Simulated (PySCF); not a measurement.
Gas-phase reaction: NbOCl₃ + H + Cl₂ ⇌ NbCl₅ + OH. Level: PBE0/def2-QZVP†; standard pressure 1 bar.

Computed with PySCF and rigid-rotor harmonic-oscillator thermochemistry at 1 bar. † marks an energy on the PBE0/def2-TZVP geometry and frequencies. Open shells (unrestricted): H (multiplicity 2), OH (multiplicity 2, electronic degeneracy 4); the rest are closed-shell singlets. Spin-orbit splitting is ignored; it lowers the true energy and changes the entropy of OH. Nb: scalar-relativistic def2 core potential, no spin-orbit coupling. The harmonic model lacks anharmonicity and excited electronic states, which grow with temperature; levels with a mode under 35 cm⁻¹ are left out. Soft modes under 120 cm⁻¹ make the harmonic entropy rough for NbOCl₃, NbCl₅.

| T (K) | 1000/T (1/K) | log10 K |
|---|---|---|
| 500 | 2.0000 | 8.91 |
| 600 | 1.6667 | 6.50 |
| 800 | 1.2500 | ? |
| 1000 | 1.0000 | 1.66 |
| 1200 | 0.8333 | 0.45 |
| 1400 | 0.7143 | -0.42 |

Problem. Fit log10 K = a + b·(1000/T) to the five rows, get the mean ΔH° and ΔS°, and predict log10 K at 800 K.

Solution. Means: 1000/T = 1.2429, log10 K = 3.420. Sums of products about the means: Sxy = 9.13562, Sxx = 1.258997, so b = Sxy/Sxx = 7.26 and a = 3.420 − (7.26)×1.2429 = -5.60.
ΔH° = −R ln 10 × 1000 K × b = −19.145 × (7.26) = -139 kJ; ΔS° = R ln 10 × a = -107 J/K. The run's own values go from -139 kJ and -107 J/K at 500 K to -140 kJ and -108 J/K at 1400 K.
Prediction at 800 K: -5.60 + (7.26)×1.2500 = 3.47. The computed value is 3.48, 0.01 from the line.
For scale, ΔH°(298 K) is -139 kJ at this level, -130 kJ at ωB97M-V/def2-TZVP†, and runs from -181 to -86 kJ over the 17 levels computed.
